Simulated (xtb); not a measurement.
Harmonic IR lines of one isomer of C₂H₄Si, unscaled. All values below come from GFN2-xTB (xtb).

wavenumber (cm⁻¹): 382 (w), 516 (w), 549 (w), 772 (w), 891 (m), 896 (w), 1005 (w), 2312 (vs), 2340 (m), 2934 (m), 2995 (m)

**Question.** Say which structure gives these lines.
A. `C#C[SiH3]`
B. `C1C[Si]1`
C. `C=C=[SiH2]`
D. `C1=C[SiH2]1`

**Answer.** C, `C=C=[SiH2]`
